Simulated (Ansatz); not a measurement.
C6H19GeN3O (`C[N](C)[Ge]([OH])([N](C)C)[N](C)C`) from Hartree–Fock to CCSD(T)

Z-matrix (Å, degrees):
```
C
N 1 1.442
H 1 1.090 2 110.4
H 1 1.098 2 110.0 3 -119.1
H 1 1.102 2 112.8 3 121.2
Ge 2 1.821 1 120.7 3 -30.8
C 2 1.441 1 113.7 3 -179.7
O 6 1.782 2 102.4 1 26.7
N 6 1.816 2 106.8 1 150.2
N 6 1.832 2 120.2 1 -90.6
H 7 1.102 2 113.0 1 59.7
H 7 1.098 2 110.4 1 -60.3
H 7 1.093 2 110.6 1 -179.1
H 8 0.959 6 111.7 2 172.8
C 9 1.441 6 120.5 2 -36.3
C 9 1.441 6 121.0 2 169.6
C 10 1.443 6 119.3 2 -69.7
C 10 1.443 6 118.9 2 75.5
H 15 1.101 9 112.3 6 -98.9
H 15 1.098 9 110.6 6 141.2
H 15 1.091 9 110.3 6 21.6
H 16 1.099 9 110.8 6 -141.1
H 16 1.101 9 112.2 6 99.3
H 16 1.091 9 110.6 6 -21.4
H 17 1.102 10 112.7 6 90.4
H 17 1.098 10 110.5 6 -149.8
H 17 1.092 10 110.6 6 -30.5
H 18 1.091 10 110.5 6 30.5
H 18 1.102 10 112.7 6 -90.4
H 18 1.098 10 110.4 6 149.8
```

The species carries charge 0 and has multiplicity 1. Correlated methods include outer-core shells of Ge, which these sets cover unevenly. Scalar relativity is left out up to krypton. The structure was optimised at the PBE0-D4/def2-TZVP level. It is one conformer, not always the lowest. Frozen core, restricted reference, Ansatz 0.2.0.

```csv
basis,HF (Eh),MP2 corr.,CCSD corr.,(T),CCSD(T) total
def2-SVP,-2551.25868,?,-1.89966,-0.05666,?
def2-TZVPP,?,?,-2.27520,-0.09192,?
def2-QZVPP,-2552.13043,?,–,–,–
```

Problem. Fill in the withheld values. (An estimate is asked.)

Solution. Computed: def2-SVP MP2 corr.: -1.79436; def2-SVP CCSD(T) total: -2553.21500; def2-TZVPP HF (Eh): -2552.06594; def2-TZVPP MP2 corr.: -2.19648; def2-TZVPP CCSD(T) total: -2554.43306; def2-QZVPP MP2 corr.: -2.58832.
